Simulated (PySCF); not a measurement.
A structure optimised at PBE-D3(BJ)/def2-SVP, used in a PySCF frequency run:

```
Mo
N 1 1.7431
H 2 1.0269 1 155.65
N 1 1.7431 2 112.47 3 -7.81
H 4 1.0269 1 155.65 2 7.81
N 1 1.9403 2 106.86 3 -124.76
H 6 1.0247 1 123.40 2 141.13
H 6 1.0247 7 111.02 1 163.66
Cl 1 2.3208 2 108.90 3 112.99
```
Charge 0, spin multiplicity 1.

Problem. Write its SMILES, formula and point group.

Solution. [NH]=[Mo](=[NH])([NH2])[Cl], ClH₄MoN₃, Cs

Problem. What are its rotational constants (standard atomic weights)?

Solution. 3.4987, 1.8967, 1.8421 GHz
